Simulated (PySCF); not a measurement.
A side-by-side comparison of computed properties.

First species: C₆H₁₂SSi.
Cartesian coordinates in Å at the GFN2-xTB level; atoms count from 1:
```xyz
20
C6H12SSi angstrom
C     -3.3457    1.0237    0.4513
C     -2.7690    0.5121   -0.6276
Si    -1.3275   -0.6740   -0.6182
C     -1.0578   -1.8058    0.8648
C     -0.1210   -0.5987    0.8507
S      1.6210   -0.9546    0.6138
C      2.0911    0.5845   -0.2604
C      3.5516    0.5432   -0.6630
H     -3.0043    0.7847    1.4454
H     -4.1823    1.7025    0.3918
H     -3.1542    0.7856   -1.6015
H     -0.7826   -1.0911   -1.8986
H     -1.7626   -1.8427    1.6844
H     -0.5735   -2.7599    0.7141
H     -0.2605    0.1196    1.6515
H      1.8916    1.4170    0.4162
H      1.4362    0.6668   -1.1306
H      3.7400   -0.3028   -1.3196
H      4.1830    0.4408    0.2165
H      3.8215    1.4598   -1.1839
```

Second species: C5H8O4Si.
SMILES: `CO/C=C(\OC=O)C(=O)[SiH3]`

Levels: PBE0/pcSseg-1 for dipole moment, HOMO energy, LUMO energy and HOMO–LUMO gap; GFN2-xTB for rotational constant A and rotational constant C. Geometries: GFN2-xTB. Each structure is a single optimised conformer of the isolated species, non-relativistic unless stated; the electronic structure was computed with PySCF and density fitting.

The conformers computed, where there is a choice (atom-mapped SMILES and torsion angles):
- `[CH2:1]=[CH:2][Si@@H:3]1[CH2:4][C@H:5]1[S:6][CH2:7][CH3:8]`: C1–C2–Si3–C4 27°, C4–C5–S6–C7 149°, C5–S6–C7–C8 -177°
- `[CH3:1][O:2]/[CH:3]=[C:4](\[O:5][CH:6]=[O:7])[C:8](=[O:9])[SiH3:10]`: C1–O2–C3–C4 -174°, C3–C4–O5–C6 53°, C4–O5–C6–O7 2°, C3–C4–C8–O9 3°

| property | column X | column Y |
| --- | --- | --- |
| dipole moment | 2.22 D | 2.84 D |
| HOMO energy | -5.83 eV | -6.97 eV |
| LUMO energy | -0.93 eV | -1.83 eV |
| HOMO–LUMO gap | 4.90 eV | 5.14 eV |
| rotational constant A | 2.691 GHz | 1.789 GHz |
| rotational constant C | 0.626 GHz | 0.574 GHz |

(1) Which column belongs to which species?

(2) How does each property change from the first species to the second?

Answers

(1) Column X is the first species and column Y the second. The first has 20 atoms and 78 electrons, the second 18 and 84.

(2) dipole moment +0.62 D; HOMO energy -1.14 eV; LUMO energy -0.90 eV; HOMO–LUMO gap +0.24 eV; rotational constant A -0.902 GHz; rotational constant C -0.052 GHz.

On the first: A dipole of 2.22 D is allowed in C1, and pure rotational transitions are dipole-allowed. The dipole equals about 7.4 × 10⁻³⁰ C·m (1 D = 3.33564 × 10⁻³⁰ C·m).

On the second: The dipole equals about 9.5 × 10⁻³⁰ C·m (1 D = 3.33564 × 10⁻³⁰ C·m).
